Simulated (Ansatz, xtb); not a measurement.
## Two isomers of BFGeH2O

We compare I, `B[O][Ge][F]`, a singlet, with II, `FB[O][GeH]`, a singlet. Both are isolated molecules in the gas phase, relaxed with r2SCAN-D4/def2-SVP; the shapes shown needn't be the lowest conformers.

I (Å):

```xyz
6

B    -0.8044   -0.9148    2.3000
F    -3.1218    1.6104    3.8462
Ge   -2.5051    1.7037    2.2067
O    -1.5380    0.2084    2.2703
H    -1.3142   -1.9635    1.9637
H     0.3548   -0.8551    2.6544
```

II (Å):

```xyz
6

B    -0.8265    0.3330    3.3603
F    -1.2099   -0.0634    4.5749
Ge   -2.1676   -1.2434    1.0824
O    -1.5012   -0.0919    2.2845
H     0.1138    1.0840    3.2655
H    -3.3507   -0.2520    0.6506
```

**Question.** Estimate which is lower in electronic energy at CCSD(T)/def2-TZVP, and by roughly how much.

**Answer.** The CCSD(T)/def2-TZVP calculation puts structure II lower, by 3.9 kcal/mol.

How the difference moves with the method:

```tsv
level	geometry	E(II) − E(I) (kcal/mol)	departure from the last row (kcal/mol)	job, with rough time for the two
GFN2-xTB	GFN2-xTB	+18.7	+22.6	optimisation, 0.18 s
HF/STO-3G	GFN2-xTB	−18.2	−14.3	single point, 0.44 s
r2SCAN-D4/def2-SVP//GFN2-xTB	GFN2-xTB	−7.5	−3.6	single point, 2.4 s
r2SCAN-D4/def2-SVP	r2SCAN-D4/def2-SVP	−6.4	−2.5	optimisation, 42 s
HF/def2-TZVP	r2SCAN-D4/def2-SVP	−6.4	−2.5	part of the CCSD(T) run
MP2/def2-TZVP	r2SCAN-D4/def2-SVP	−2.5	+1.4	part of the CCSD(T) run
CCSD(T)/def2-TZVP	r2SCAN-D4/def2-SVP	−3.9		single point, 68 s
```

As drawn, II has 1 B–F, 1 Ge–H in place of 1 F–Ge, 1 B–H.

GFN2-xTB puts the two in the other order. The largest departure from CCSD(T)/def2-TZVP is that of GFN2-xTB, 22.6 kcal/mol.

With harmonic frequencies from r2SCAN-D4/def2-SVP (ideal gas, rigid rotor, one conformer each, 298.15 K, 1 atm): on the last row, ΔE + ΔZPE = −4.2 kcal/mol. A mode under 50 cm⁻¹ makes harmonic enthalpies and free energies unreliable, so none is given.

The correlated steps freeze 12 core orbitals; the filled d shell of Ge is correlated, in a basis made for valence electrons. Programs: Ansatz 0.2.0, xtb 6.7.1; the last row on 1 thread of Intel(R) Xeon(R) 6975P-C (Granite Rapids) on a shared host.
